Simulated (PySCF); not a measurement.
Deuteron quadrupole couplings in `C#C[C@@H]1C[SiH2][C@@H](F)C1`

C6H9FSi.
Structure used (GFN2-xTB), in Å, numbered top down from 1:
```
atom  x, y, z in Å
C1     0.886   -2.348   -1.860
C2     0.348   -1.538   -1.160
C3    -0.263   -0.535   -0.314
C4     0.232    0.879   -0.674
Si5   -0.196    1.945    0.845
C6    -0.478    0.404    1.969
F7    -1.846    0.239    2.186
C8     0.050   -0.781    1.169
H9     1.341   -3.066   -2.474
H10   -1.351   -0.580   -0.447
H11   -0.219    1.214   -1.606
H12    1.310    0.847   -0.841
H13   -1.440    2.699    0.722
H14    0.924    2.753    1.330
H15   -0.037    0.437    2.969
H16   -0.398   -1.715    1.515
H17    1.131   -0.842    1.309
```

Level: PBE0/pcSseg-1 (PySCF, non-relativistic); Q(2H) = 0.00286 b; rigid geometry, the same for H and D, with no vibrational averaging.

Question: Rank these positions by the coupling χzz of a deuteron there, largest first.
A. H17 (methylene hydrogen)
B. H12 (methylene hydrogen)
C. H14 (Si–H hydrogen)
D. H10 (methine hydrogen)
E. H9 (alkyne hydrogen)
F. H11 (methylene hydrogen)

Answer: E (267 kHz), F (213 kHz), B (207 kHz), A (203 kHz), D (195 kHz), C (109 kHz).

What are Vzz, η and χzz (234.96 MHz × Q × Vzz) at all hydrogens?

```tsv
atom	bonded to	bond length (Å)	Vzz (au)	η	χzz (kHz)
H9	C1	1.049	0.3977	0.00	267
H10	C3	1.096	0.2899	0.02	195
H11	C4	1.089	0.3166	0.04	213
H12	C4	1.092	0.3084	0.04	207
H13	Si5	1.460	0.1652	0.01	111
H14	Si5	1.463	0.1625	0.00	109
H15	C6	1.094	0.2962	0.10	199
H16	C8	1.092	0.3031	0.02	204
H17	C8	1.092	0.3018	0.02	203
```

Average by the element that carries the hydrogen.

on C: 213 kHz over 7 positions, mean bond length 1.086 Å; on Si: 110 kHz over 2 positions, mean bond length 1.462 Å.

How does χzz go with the bond length over the 7 C–H bonds?

A straight-line fit has a slope of -14.9 kHz for each 0.01 Å, with a correlation coefficient of -0.99, over lengths from 1.049 to 1.096 Å. The longer bonds have the smaller couplings here.

A static deuteron (I = 1) shows a doublet split by (3/2)χ, (3/4)χ(1 + η) and (3/4)χ(1 − η) with the field along z, y and x of the gradient. What are these for H13?

With |χ| = 111.0 kHz and η = 0.015: 167, 84 and 82 kHz, to first order and without motion.

Geometry: GFN2-xTB, one conformer, isolated molecule. GFN2-xTB bond lengths can be off by several hundredths of an ångström, more for odd bonds, and the gradients follow them. With a basis this small, the couplings can be 20 % off.
